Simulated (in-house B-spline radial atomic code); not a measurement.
# Response and correlation of Sr XXXVII (Sr36+)

Closed shell 1s2. Computed with a B-spline radial code for spherical atoms: Dirac-Hartree-Fock, relativistic RPA (time-dependent Dirac-Hartree-Fock) for the response and second-order many-body perturbation theory for correlation, no-pair Dirac-Coulomb Hamiltonian, finite nucleus.

Command:
```bash
python run_mb.py task.json out
```
Settings (nuclear radius in fm, box in bohr, cutoff in hartree):
```
basis_form          2
Z                   38
core_configuration  1s2
rms_radius          4.224
mass_number         88
speed_of_light      137.036
box_radius          2.504
lmax                7
intervals           57
virtual_cutoff      36100.0
```

Cost of the run: 0.2 s on 1 thread of AMD EPYC 7R43 64-Core Processor, on a shared host.

| multipole (bohr³, bohr⁵, bohr⁷) | uncoupled | coupled RPA |
| --- | --- | --- |
| dipole | 4.0784e-06 | 4.1369e-06 |
| quadrupole | 9.4456e-09 | ? |
| octupole | 5.7884e-11 | 5.8374e-11 |

Q: What is the coupled quadrupole polarisability?

A: 9.5553e-09 atomic units, +1 % against the uncoupled value.

Q: Which subshells carry the dipole polarisability?

A: 1s1/2 100.0 %.

Q: What does the dipole shielding factor come to?

A: The dipole shielding factor is 0.053, against the exact N/Z = 2/38 = 0.053 of the non-relativistic theorem.

Dipole polarisability at imaginary frequency:

| u (Eh) | α(iu) (bohr³) |
| --- | --- |
| 0 | 4.137e-06 |
| 4.5 | 4.137e-06 |
| 11.3 | 4.135e-06 |
| 22.5 | 4.131e-06 |
| 33.8 | 4.123e-06 |
| 45 | 4.113e-06 |
| 67.5 | 4.084e-06 |
| 90 | 4.044e-06 |
| 113 | 3.992e-06 |
| 158 | 3.864e-06 |
| 225 | 3.622e-06 |
| 338 | 3.143e-06 |
| 450 | 2.666e-06 |
| 675 | 1.879e-06 |
| 1130 | 9.858e-07 |
| 2250 | 3.215e-07 |

Q: What dispersion coefficients follow for two such ions (the dispersion part alone)?

A: C6 = (3/π)∫α(iu)²du = 7.914e-09 hartree·bohr⁶ and C8 = 1.046e-10 hartree·bohr⁸.

Lowest J = 1 odd-parity excitations:

```tsv
energy (eV)	oscillator strength	leading channel	weight
14594	0.156	1s1/2 → p1/2	0.978
14701	0.621	1s1/2 → p3/2	0.978
17265	0.0305	1s1/2 → p1/2	0.981
17296	0.121	1s1/2 → p3/2	0.981
```

Second-order correlation energy by the highest angular momentum of the excited pair (hartree): s -0.01525, p -0.02547, d -0.003602, f -0.0009545, g -0.0003467, h -0.0001538, i -7.148e-05, k -3.938e-05.

Q: What is the second-order correlation energy at the partial-wave limit?

A: The listed waves sum to -0.045883 hartree; extrapolating the increments as (l + 1/2)⁻⁴ gives -0.045963 hartree, -0.625 eV per electron.
